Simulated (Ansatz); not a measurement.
Cost and result up the ladder for Li4H4 (8 atoms). Charge 0, multiplicity 1. Geometry: r2SCAN-D4/def2-TZVP.

```csv
atom,x (Å),y (Å),z (Å)
Li1,0.011,-0.751,-1.337
Li2,-1.194,-0.469,0.840
Li3,-0.119,1.506,-0.261
Li4,1.302,-0.286,0.758
H5,1.275,0.500,-0.896
H6,0.127,-1.608,0.279
H7,-1.390,0.306,-0.809
H8,-0.012,0.802,1.427
```

Ansatz on 2 threads of Arm Neoverse V2 on a shared host. Times are rough, and most runs start from the orbitals of an earlier one. ωB97M-V/def2-TZVP serves as the yardstick here, not as an exact answer. Differences are given only for rows in sets of like size (and for xTB, whose basis is part of the method), since another set adds its own error. Binding counts from free atoms at the same level (Li doublet, H doublet; other spins of the atoms weren't run), without zero-point energy or a counterpoise term.

LC-ωPBE has ω = 0.4 bohr⁻¹. B3LYP takes the VWN-RPA correlation. Correlated methods freeze no core orbitals; core or outer-core shells of Li are correlated, in sets that lack core-valence functions. The structure comes from a short search, and lower isomers may exist.

Correlated methods converge slowly with the basis.

| level | functions | binding energy per atom (eV) | difference from ωB97M-V/def2-TZVP (eV) |
| --- | --- | --- | --- |
| BLYP-D4/def2-TZVP | 80 | 2.02 | -0.06 |
| r2SCAN-D4/def2-TZVP | 80 | 1.98 | -0.10 |
| MP2/def2-TZVP | 80 | 1.78 | -0.30 |
| PBE-D4/def2-TZVPD | 104 | 1.96 | -0.11 |
| r2SCAN-D4/def2-TZVPD | 104 | 2.00 | -0.08 |
| PBE-D4/def2-SVP | 56 | 1.99 | – |
| LC-ωPBE/def2-TZVP | 80 | 1.95 | -0.12 |
| PBE0-D4/def2-TZVP | 80 | 1.94 | -0.14 |
| PBE0-D4/def2-TZVPD | 104 | 1.96 | -0.12 |
| CCSD(T)/def2-TZVPD | 104 | 1.92 | -0.15 |
| B3LYP-D4/def2-TZVP | 80 | 2.04 | -0.03 |
| ωB97M-V/def2-TZVP | 80 | 2.08 | 0.00 |
| PBE-D4/def2-TZVP (with forces) | 80 | 1.95 | -0.13 |
| BHLYP-D4/def2-TZVP | 80 | 2.02 | -0.05 |

Estimate how long each takes.

MP2/def2-TZVP 0.2 s; BHLYP-D4/def2-TZVP 0.65 s; PBE-D4/def2-SVP 0.75 s; BLYP-D4/def2-TZVP 0.75 s; LC-ωPBE/def2-TZVP 0.75 s; PBE-D4/def2-TZVP (with forces) 0.85 s; B3LYP-D4/def2-TZVP 0.85 s; PBE0-D4/def2-TZVP 0.85 s; PBE-D4/def2-TZVPD 1 s; PBE0-D4/def2-TZVPD 1.1 s; r2SCAN-D4/def2-TZVP 1.4 s; r2SCAN-D4/def2-TZVPD 1.8 s; CCSD(T)/def2-TZVPD 2.7 s; ωB97M-V/def2-TZVP 4.1 s. On shared hardware such times vary by a factor of up to 3.
